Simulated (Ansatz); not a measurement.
Reaction (redistribution): `COB(C)OC` + `[AlH2][BH]Cl` → `CO[B](C)[AlH2]` + `COBCl`

Computed with Ansatz on PBE0-D4/def2-TZVP structures; ΔE is electronic, products minus reactants. CCSD(T)/CBS adds triple-zeta CCSD(T) − MP2 to the extrapolated MP2 energy (def2 sets, frozen cores). Functionals use def2-TZVPP. Each species was taken in one conformer, which may not be the lowest.

`COB(C)OC`:

Cartesian coordinates in Å:
```
C 0.772 0.694 -1.753
O -0.189 0.140 -0.887
B 0.077 -0.075 0.437
C 1.451 0.263 1.117
O -0.917 -0.614 1.193
C -2.167 -0.932 0.618
H 1.070 1.697 -1.434
H 1.668 0.068 -1.813
H 0.328 0.762 -2.747
H 2.275 -0.282 0.644
H 1.444 0.013 2.177
H 1.695 1.326 1.018
H -2.061 -1.672 -0.180
H -2.796 -1.345 1.408
H -2.650 -0.045 0.201
```

`[AlH2][BH]Cl`:

```xyz
6

Al    0.665    0.806   -0.181
B    -0.610   -0.797    0.400
Cl   -1.552   -1.575   -0.860
H     2.165    0.526   -0.630
H     0.118    2.300   -0.218
H    -0.787   -1.260    1.489
```

`CO[B](C)[AlH2]`:

```xyz
13

C     0.090   -1.591   -1.323
O    -0.718   -0.555   -0.828
B    -0.330    0.328    0.123
C    -1.395    1.413    0.527
Al    1.626    0.292    1.056
H     1.079   -1.599   -0.843
H     0.225   -1.464   -2.399
H    -0.396   -2.551   -1.138
H    -1.008    2.421    0.334
H    -1.598    1.379    1.604
H    -2.342    1.299   -0.008
H     2.850    1.157    0.500
H     1.914   -0.528    2.397
```

`COBCl`:

Z-matrix (Å, degrees):
```
C
O 1 1.416
H 1 1.091 2 108.7
H 1 1.093 2 111.5 3 120.8
H 1 1.091 2 108.6 3 -118.4
B 2 1.334 1 121.8 3 -120.7
Cl 6 1.755 2 118.3 1 -180.0
H 6 1.195 2 122.7 1 0.0
```

CCSD(T)/CBS gives +1.6 kJ/mol.

(1) Another level gave -1.2 kJ/mol. Which?
A. ωB97M-V/def2-TZVPP
B. PBE0/def2-TZVPP
C. PBE-D4/def2-TZVPP
D. CCSD/def2-TZVPP

Largest T1 diagnostic among the species: 0.013.

## Answers

(1) A. ωB97M-V -1.2, PBE0 -5.2, PBE-D4 -10.5, CCSD/def2-TZVPP 3.6 kJ/mol.

In def2-TZVPP, CCSD(T) changes the Hartree–Fock value by −9.2 kJ/mol (the triples alone add −2.6 kJ/mol) and MP2 by −11.1 kJ/mol. From PBE to PBE0 (25 % exact exchange), in def2-TZVPP and without D4, ΔE moves by +6.2 kJ/mol.
